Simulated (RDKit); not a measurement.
Relaxed torsion scan: SMILES CC(CC=O)C, singlet. Scanned: dihedral C1–C2–C4–C5 and dihedral C2–C4–C5–O6; all other coordinates were relaxed at GFN2-xTB. Heavy atoms are numbered in the order of the SMILES CC(C)CC=O, hydrogens after them in the order of the atoms that carry them; the mirror image has the same energies with the sign of each dihedral reversed.

Computed with UFF // GFN2-xTB run with RDKit.

Energy in kcal/mol above the lowest grid point; x is the dihedral C1–C2–C4–C5 (°), y the dihedral C2–C4–C5–O6 (°).

| y \ x | -150 | -120 | -90 | -60 | -30 | 0 | 30 | 60 | 90 | 120 | 150 | 180 |
|---|---|---|---|---|---|---|---|---|---|---|---|---|
| 180 | 2.0 | 5.2 | 2.4 | 1.0 | 6.4 | 9.7 | 6.1 | 1.3 | 4.9 | 9.6 | 7.1 | 1.3 |
| 150 | 2.8 | 5.8 | 3.6 | 1.6 | 5.8 | 9.9 | 7.0 | 2.8 | 4.9 | 9.6 | 7.7 | 3.1 |
| 120 | 2.5 | 5.4 | 3.1 | 1.5 | 5.6 | 9.0 | 5.6 | 2.0 | 4.8 | 8.8 | 6.0 | 1.7 |
| 90 | 2.2 | 5.7 | 3.5 | 1.8 | 5.7 | 9.2 | 6.3 | 1.9 | 4.8 | 9.0 | 6.3 | 1.0 |
| 60 | 1.2 | 4.0 | 2.1 | 3.1 | 5.9 | 9.2 | 5.3 | 2.7 | 5.1 | 9.4 | 5.4 | 0.2 |
| 30 | 3.6 | 6.5 | 3.7 | 6.2 | 11.4 | 14.0 | 9.5 | 5.4 | 10.0 | 14.6 | 10.3 | 2.5 |
| 0 | 4.3 | 7.8 | 4.7 | 4.8 | 13.1 | 16.8 | 12.7 | 6.2 | 11.0 | 16.6 | 13.9 | 5.2 |
| -30 | 3.5 | 6.4 | 4.0 | 2.2 | 9.5 | 14.6 | 11.3 | 6.1 | 7.7 | 13.7 | 12.1 | 6.5 |
| -60 | 1.9 | 4.0 | 1.5 | 0.0 | 4.7 | 9.4 | 6.1 | 2.9 | 4.1 | 9.0 | 6.7 | 3.2 |
| -90 | 3.2 | 5.8 | 2.6 | 0.8 | 5.6 | 9.0 | 5.8 | 1.9 | 5.2 | 9.1 | 6.4 | 1.9 |
| -120 | 2.8 | 5.4 | 2.8 | 1.6 | 5.3 | 8.9 | 5.7 | 2.0 | 4.8 | 9.0 | 6.3 | 1.7 |
| -150 | 3.2 | 5.8 | 3.1 | 2.9 | 7.0 | 9.7 | 6.0 | 2.6 | 6.0 | 9.9 | 6.6 | 1.8 |

The six lowest points that lie below all their neighbours on the grid: x = -60, y = -60 (0.0 kcal/mol); x = 180, y = 60 (0.2 kcal/mol); x = -60, y = 180 (1.0 kcal/mol); x = 180, y = 180 (1.3 kcal/mol); x = 60, y = 180 (1.3 kcal/mol); x = -60, y = 120 (1.5 kcal/mol). The lowest path on the grid from the first to the second passes x = -120, y = 60 at 4.0 kcal/mol.
